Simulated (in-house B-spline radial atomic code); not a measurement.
## Binding energies in Al³⁺

NIST's tabulated ground configuration is [He] 2s2 2p6; each binding energy is the energy of the ion with one electron taken from that subshell, relaxed, less that of the parent. All numbers are computed (Dirac-Hartree-Fock, average of configuration; Fermi nucleus of rms radius 3.061 fm) with a radial B-spline atomic code at the basis-set limit, not measured. Energies include first-order Breit, QED and recoil terms.

```csv
subshell,X-ray name,binding energy (eV),-ε (eV),relaxation (eV)
1s,K,1607.9,1630.7,21.7
2s,L1,165.3,167.9,2.6
2p1/2,L2,118.8,122.0,3.1
2p3/2,L3,118.4,121.5,3.1
```

Relaxation = -ε minus the binding energy without Breit, QED and recoil terms.

Emission lines follow as differences of binding energies, with λ = 12398.42 eV·Å / E:

```json
{"line": "K-L3", "holes": "1s → 2p3/2", "energy (eV)": "1489.5", "wavelength (Å)": "8.3239"}
{"line": "K-L2", "holes": "1s → 2p1/2", "energy (eV)": "1489.1", "wavelength (Å)": "8.3261"}
```

Problem. What screening constant σ does Moseley's law, E = (3/4)·13.6057 eV·(Z - σ)², need for K-L3?

Solution. σ = 0.92.

Problem. What does it cost to remove both a 1s and a 2p1/2 electron?

Solution. 1773.6 eV, which is 46.97 eV more than the two single binding energies together.

Problem. What does it cost to remove two 1s electrons?

Solution. 3392.6 eV, which is 176.9 eV more than the two single binding energies together.

Problem. What does it cost to remove both a 2s and a 2p1/2 electron?

Solution. 316.59 eV, which is 32.46 eV more than the two single binding energies together.
